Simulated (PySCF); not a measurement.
Species: C8H10O3S.
Z-matrix (Å and degrees, PBE0-D3(BJ)/def2-SVP geometry), rows numbered from 1:
```
C 
O   1  1.4181
S   2  1.6238  1  117.42
O   3  1.4531  2  108.43  1   -38.50
O   3  1.4443  2  104.05  1  -170.29
C   3  1.7682  2  102.05  1    75.86
C   6  1.3933  3  119.08  2    76.28
C   7  1.3906  6  118.88  3  -179.36
C   8  1.4011  7  121.22  6    -0.33
C   9  1.4997  8  121.21  7  -179.54
C   9  1.4018  8  118.47  7    -0.06
C  11  1.3902  9  121.18  8     0.17
H   1  1.0972  2  106.00  3   173.63
H   1  1.0995  2  110.87  3    54.37
H   1  1.1032  2  111.10  3   -67.90
H   7  1.0919  6  119.85  3     1.30
H   8  1.0930  7  119.39  6  -179.86
H  10  1.1013  9  111.08  8  -122.80
H  10  1.1016  9  110.91  8   118.32
H  10  1.0984  9  111.67  8    -2.10
H  11  1.0933  9  119.46  8  -179.44
H  12  1.0917  6  119.46  3    -1.41
```

NICS is the negative of the GIAO shielding at a point without a nucleus: at the ring centre (0) and 1 Å above and below it (1); zz is the component along the ring normal. Level: GIAO PBE0/pcSseg-1 (PySCF, non-relativistic, gas phase) on the PBE0-D3(BJ)/def2-SVP geometry, one conformer.

Ring bond lengths (Å), with Mayer bond orders in brackets: C6–C7 1.393 (1.36), C7–C8 1.391 (1.44), C8–C9 1.401 (1.40), C9–C11 1.402 (1.39), C11–C12 1.390 (1.44), C12–C6 1.394 (1.36).

Question: What do the NICS probes read (ppm)?

Answer: 
```
               ring                                              type  NICS(0)  NICS(1), two faces  NICS(1)zz, two faces  rms pucker (Å)  centre to ring atoms, mean (Å)
C6–C7–C8–C9–C11–C12  6-membered carbocycle; formal bonds all aromatic     -9.1       -11.4 / -11.2         -27.8 / -26.9            0.00                            1.40
```

Question: What do they say, and how far can they be read as aromaticity?

Answer: 
- C6–C7–C8–C9–C11–C12: mean NICS(1)zz -27.3 ppm, shielded. For a flat ring without four-coordinate atoms the NICS criterion counts such a value as aromatic.

Question: How equal are the bonds by HOMA? HOMA takes Krygowski's 1993 parameters.

Answer: 
- C6–C7–C8–C9–C11–C12: HOMA 0.98 = 1 − EN − GEO, with mean bond length 1.395 Å, EN = α(Ropt − mean)² = 0.013 and GEO = α × variance = 0.006. The geometric and the magnetic index point the same way.

Question: List the ring angles and the Hirshfeld charges of the ring atoms.

Answer: 
- C6–C7–C8–C9–C11–C12: C6 121.3° (-0.039 e), C7 118.9° (-0.036 e), C8 121.2° (-0.044 e), C9 118.5° (+0.024 e), C11 121.2° (-0.045 e), C12 118.9° (-0.040 e); sum 720.0° against 720° for a flat convex ring.

Question: How shielded are the nuclei of the rings and their hydrogens (means over atoms taken as equivalent)?

Answer: 
```tsv
atoms	environment	σ isotropic (ppm)	principal values of the symmetric part, first atom (ppm)
C6	substituted aromatic carbon	45.1	-33.7, 36.3, 132.8
C7 (×2)	aromatic CH carbon	50.0	-51.6, 25.1, 175.6
C8 (×2)	aromatic CH carbon	49.8	-54.4, 42.1, 158.5
C9	substituted aromatic carbon	34.7	-69.6, -1.7, 175.5
H16 (×2)	aromatic hydrogen	23.30	18.8, 22.3, 28.8
H17 (×2)	aromatic hydrogen	23.82	20.0, 23.7, 27.8
```

Question: How do the values depend on the level or the medium?

Answer: 
```csv
level,"NICS(0), C6–C7–C8–C9–C11–C12","mean NICS(1)zz, C6–C7–C8–C9–C11–C12"
"PBE0/pcSseg-1, gas",-9.1,-27.3
"mPW1PW91/pcSseg-1, gas",-9.1,-27.3
```

The geometry is the same throughout.

Time: 34 s wall, 83 s CPU; peak memory 2.0 GiB. Hardware: 2 threads of an AMD EPYC 9R14, on a shared host. This is the whole shielding run at PBE0/pcSseg-1, SCF included.
